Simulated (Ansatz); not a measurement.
Input file for Ansatz (a first-principles code): R-CCSD(T)/cc-pVQZ on GeH4O (SMILES [OH][GeH3]), a point of a torsion scan. The run froze 15 orbitals, filled d shells among them.

Ansatz 0.2 input:
```yaml
crystal:
  periodic: [false, false, false]
  atoms:
    - {symbol: O, position_ang: [1.18182613, -0.43316888, -0.37036745]}
    - {symbol: Ge, position_ang: [-0.44805099, 0.02195401, 0.02473020]}
    - {symbol: H, position_ang: [1.89841301, 0.05482521, 0.02636527]}
    - {symbol: H, position_ang: [-1.10403269, 0.40632215, -1.26242897]}
    - {symbol: H, position_ang: [-0.42141146, 1.16919497, 0.99168498]}
    - {symbol: H, position_ang: [-1.08833353, -1.18701140, 0.62692462]}
basis:
  gaussian:
    orbitals: cc-pVQZ
magnetization: {spin_polarized: false}
correlation: {method: ccsd_t, electrons: outside_noble_gas}
scf: {lower_state_search: off}
```

Problem. Give the final energy of this run.

Solution. -2153.0844 hartree (reference determinant -2152.6498, T1 diagnostic 0.010).

Problem. How many basis functions does it have, and what does it roughly cost on one machine?

Solution. 243 functions; about 9 core-minutes (a rough figure).
